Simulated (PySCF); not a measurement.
# Dipole moment and polarisability of SiHF3

SiHF3.
Cartesian coordinates in Å at the PBE0-D3(BJ)/def2-SVP level; atoms count from 1:
```xyz
5
F3HSi angstrom
Si     0.0074    0.0003    0.0493
H      0.2237    0.0086    1.4995
F      1.3989    0.0073   -0.7374
F     -0.8254    1.2849   -0.4107
F     -0.8046   -1.3011   -0.4006
```

Level: CAM-B3LYP/def2-SVPD (PySCF), static field, nuclei fixed, core orbitals frozen in the response. The polarisability tensor in these axes (au):

```
x   24.34  0.00  0.06
y    0.00 24.33  0.01
z    0.06  0.01 24.72
```

What are the eigenvalues, a third of the trace, and Δα (Δα² = ½Σ(αi − αj)² over the three pairs)?

Principal values 24.33, 24.33 and 24.73 au; mean 24.46 au = 3.63 Å³ = 4.03 × 10⁻⁴⁰ C²·m²/J; Δα = 0.40 au (2 % of the mean).

What is the dipole moment, and where does it point?

(0.24, 0.01, 1.64) D, 1.66 D in size, pointing from the negative to the positive side. Measured along this direction, the outermost atoms are F3, F5 and F4 at the negative end and H2 at the positive end.

Form Σ f/ω² (atomic units) for the 10 lowest TDDFT singlets, given as eV and f, and set it beside the mean polarisability, which is this sum over all singlets: 10.66, 0.1016; 10.66, 0.1015; 11.06, 0.1223; 11.39, 0.0000; 11.68, 0.3051; 11.81, 0.0014; 11.81, 0.0026; 11.86, 0.1092; 11.86, 0.1075; 12.06, 0.0000.

They add up to 4.88 au, 19.9 % of the 24.46 au; the largest single term is 1.65 au, from the state at 11.68 eV. Terms in order: 0.66, 0.66, 0.74, 0.00, 1.65, 0.01, 0.01, 0.57, 0.57, 0.00 au. Higher excitations give the rest. The strengths listed sum to 0.851.

Orientational against electronic polarisability at 400 K (dilute gas, rigid molecules)?

In Gaussian units μ²/3kT = 16.65 Å³ against 3.63 Å³, a ratio of 4.59; the Debye molar polarisation (4π/3)N_A(α + μ²/3kT) is 51.1 cm³/mol, leaving out the vibrational part.

Find the Langevin capture rate constant for NH4+ (18.034 u) meeting this molecule (85.980 u), k = 2.342 × 10⁻⁹ cm³/s × √(α in Å³ / reduced mass in u).

The reduced mass is 14.91 u, so k = 1.15 × 10⁻⁹ cm³/s. The formula leaves out the permanent dipole, which adds to the capture rate.

Geometry: PBE0-D3(BJ)/def2-SVP; no solvent, vibrations or thermal averaging.

These values come from a run that also computed excited states. Time: 5.8 s wall. Hardware: one thread, Arm Neoverse V1 (shared host).
